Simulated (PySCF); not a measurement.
Identify the unknown among the candidates.

All candidates are C4H12O2SSi2.

| technique | computed result |
| --- | --- |
| Rotational structure | rotational constants A, B, C: 1.207, 0.655, 0.487 GHz [GFN2-xTB] |
| 1H NMR | chemical shifts (computed TMS as zero) by class: 5.38 (1 H), 5.13 (3 H), 4.86 (1 H), 4.78 (1 H), 3.67 (3 H), 2.13 (3 H) ppm [GIAO PBE0/pcSseg-1] |
| NMR, other nuclei | isotropic shieldings of nuclei other than C and H, by class: 207 (1 O), 303 (1 O), 364 (1 Si), 395 (1 Si), 658 (1 S) ppm [GIAO PBE0/pcSseg-1] |
| 13C NMR | chemical shifts (computed TMS as zero) by class: 172.6 (1 C), 99.4 (1 C), 55.6 (1 C), 13.3 (1 C) ppm [GIAO PBE0/pcSseg-1] |
| Dipole | 1.62 D [PBE0/pcSseg-1] |

The electronic properties come from PySCF, for the isolated species, density fitting. Levels stand in brackets. The structure is a single GFN2-xTB conformer in the gas phase; no vibrational or solvent corrections. NMR values are class means; diastereotopic atoms form classes of their own.

Task: Which candidate is it?
A. `CS[C@@H]1CCO[Si@@H]1O[SiH3]`
B. `CC[C@]1(S[SiH3])CO[SiH2]O1`
C. `C=C(OC)[Si@@H](O[SiH3])SC`

Result: C. It is `C=C(OC)[Si@@H](O[SiH3])SC`. Numbering: `[CH2:1]=[C:2]([O:3][CH3:4])[Si@@H:5]([O:6][SiH3:7])[S:8][CH3:9]`. Its formula, C4H12O2SSi2, gives 1 degree of unsaturation: 0 rings and 1 π bond in the structure found. 4 carbons fall into 4 classes; from least to most shielded: vinylic carbon bearing oxygen [C2] (172.6 ppm), terminal =CH2 carbon [C1] (99.4 ppm), methoxy carbon [C4] (55.6 ppm), S-methyl carbon [C9] (13.3 ppm). Hydrogen classes from least to most shielded: 1 H on an oxygen-bound silicon, Si5 (5.38 ppm), 3 H on an oxygen-bound silicon, Si7 (5.13 ppm), 1 H on a terminal =CH2 carbon, C1 (4.86 ppm), 1 H on a terminal =CH2 carbon, C1 (4.78 ppm), 3 H on a methoxy carbon, C4 (3.67 ppm, a mean of values up to 0.7 ppm apart in this geometry), 3 H on an S-methyl carbon, C9 (2.13 ppm). The other shieldings belong to: 207 ppm, ether oxygen [O3]; 303 ppm, siloxane oxygen [O6]; 364 ppm, oxygen-bound silicon [Si5]; 395 ppm, oxygen-bound silicon [Si7]; 658 ppm, sulfur bonded to C and Si [S8]. The optimised geometry has point group C1 and is an asymmetric top.

The others, at the same levels:
- `CC[C@]1(S[SiH3])CO[SiH2]O1` fails: its computed 13C shifts are 91.8 (1 C), 80.3 (1 C), 41.6 (1 C), 12.0 (1 C) ppm, 1H shifts are 5.27 (1 H), 5.05 (1 H), 4.55 (1 H), 4.50 (3 H), 4.36 (1 H), 2.40 (1 H), 1.69 (1 H), 1.17 (3 H) ppm and smallest rotational constant is 0.675 GHz (against 0.487 GHz).
- `CS[C@@H]1CCO[Si@@H]1O[SiH3]` fails: its computed 13C shifts are 68.7 (1 C), 35.8 (1 C), 34.3 (1 C), 21.9 (1 C) ppm, 1H shifts are 5.18 (3 H), 4.78 (1 H), 4.43 (1 H), 3.85 (1 H), 2.19 (3 H), 2.09 (1 H), 2.04 (1 H), 1.70 (1 H) ppm and rotational constant A is 1.057 GHz (against 1.207 GHz).

Each candidate is one conformer, not necessarily the lowest. Dipoles, sizes and rotational constants follow the conformer. The torsions of the flexible species, by atom-mapped SMILES:
- `[CH2:1]=[C:2]([O:3][CH3:4])[Si@@H:5]([O:6][SiH3:7])[S:8][CH3:9]`: C1–C2–O3–C4 -1°, C1–C2–Si5–O6 -55°, C2–Si5–O6–Si7 51°, C2–Si5–S8–C9 -165°

The conformers of `CC[C@]1(S[SiH3])CO[SiH2]O1` and `CS[C@@H]1CCO[Si@@H]1O[SiH3]` aren't listed.
